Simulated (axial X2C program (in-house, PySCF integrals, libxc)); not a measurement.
FeH⁺: from the spin-free to the two-component result

Computed with an axial X2C code built on PySCF integrals. Spin-free means the one-electron spin-free X2C Hamiltonian; two-component (2c) means X2C with spin–orbit coupling and atomic mean-field two-electron Coulomb and Gaunt terms, so the difference of the two also holds small scalar two-electron terms. Basis: Fe dyall-cv3z [9s10p6d3f2g], H dyall-v3z [6s2p1d] (cores contracted in-house); Gaussian nuclei, density fitting, unrestricted open shells. Masses: Fe 55.935 u, H 1.008 u.

Spin-free state: M_S = 2, Λ = 1 (beyond evenly filled blocks: σα, π+α, π+β, π-α, δ+α, δ-α); fragments Fe+ + H.

```tsv
level	Re (Å)	ωe (cm⁻¹)	De (eV)	μ (D)
PBE0	1.550	1880.6	2.124	-1.96
HF	1.647	1634.7	0.857	-2.75
CCSD	1.571	1870.4	2.080	n/a
BHandHLYP	1.576	1851.9	2.065	-2.33
```

Correlated methods: 8 electrons correlated (number of frozen shells: Fe 3 s, 2 p; H none), 184 virtual spin orbitals or spinors in MP2, 90 natural virtuals in coupled cluster.

Dipoles are positive if H is the positive end and refer to the centre of mass.

Two-component determinant lowest at the distance of the search:

Ω = 3 (⟨Sz⟩ = 2.00, ⟨Lz⟩ = 1.00 at HF); fragments Fe+ + H.

```csv
level,Re (Å),ωe (cm⁻¹),μ (D)
PBE0,1.550,1880.1,-1.96
HF,1.647,1633.7,-2.75
CCSD,1.571,1874.9,n/a
BHandHLYP,1.577,1851.3,-2.33
```

(1) From the two tables, how do the constants change at the CCSD level (2c against spin-free)?

The state is one determinant whose occupation by symmetry is held fixed; it was picked as the lowest of a PBE0 search that is not exhaustive. Dissociation energies refer to the lowest single-determinant-based atoms at the same level and basis. De is not given where an atomic determinant may have missed its ground term or J level, or where the truncated virtual space spoils (T). Density functionals use the spin component along the axis (collinear). CCSD ran in a truncated set of natural virtual spinors with an MP2 remainder; without triples it tends to underbind. Other states lie close and PBE0, whose exact exchange favours high spin, may order them wrongly; the determinant shown need not be the ground state. The nearest other spin-free determinant of the search, M_S = 2, Λ = 2, lies 0.06 eV up at the distance of the search. The functionals have no current-density term, which raises determinants with orbital currents, atoms included. With several unpaired electrons one determinant need not be a pure state. Open-shell Ω = 0 determinants with evenly filled partner blocks cannot be reached by this program, so the Ω shown need not be the lowest component. The determinant is spin-polarised beyond a pure state at some levels (its spin-free form has ⟨S²⟩ too high), which makes Re and μ there less reliable.

Results:

(1) At the CCSD level Re is unchanged within 0.001 Å and ωe goes up by 4.5 cm⁻¹.
